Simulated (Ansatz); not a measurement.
ClH3NO2Ta (`[NH]=[Ta]([OH])([OH])[Cl]`). Charge 0, multiplicity 1. Ta takes the def2 core potential.

```xyz
8

N     0.2972   -1.2375   -0.7946
Ta    0.2432    0.3154    0.0325
O    -1.2685    1.2881   -0.5818
O     0.0539    0.0131    1.8984
Cl    2.2025    1.4832   -0.4119
H     0.3555   -2.1173   -1.2780
H    -1.9128    1.0637   -1.2531
H     0.0290   -0.8086    2.3885
```

(1) List the harmonic frequencies (cm⁻¹, unscaled) at PBE0-D4/def2-TZVP in Ansatz. (Estimate.)

(2) Is this a minimum?

(3) Give the ideal-gas thermochemistry at 298.15 K and 1 bar (rigid rotor, harmonic oscillator; point group Cs, symmetry number 1).

(4) And at 400, 500, 600, 800 and 1000 K?

(5) Rotational constants (cm⁻¹)?

Answers

(1) Computed: 134, 157, 191, 221, 231, 377, 388, 409, 502, 534, 607, 613, 717, 718, 1008, 3689, 3937, 3940.

(2) Yes, all 18 modes are real.

(3) Zero-point energy 109.9 kJ/mol; H(298) − E = 132.6 kJ/mol; entropy 367.2 J/(mol·K), of which translation 178.5, rotation 116.5, vibration 72.2; G(298) − E = 23.1 kJ/mol.

(4) 
```tsv
T (K)	H − E (kJ/mol)	S (J/mol/K)	G − E (kJ/mol)
400	145.3	403.8	-16.2
500	158.8	434.0	-58.2
600	173.0	459.9	-102.9
800	202.6	502.4	-199.3
1000	233.3	536.6	-303.3
```

(5) 0.107, 0.06108, 0.05782.
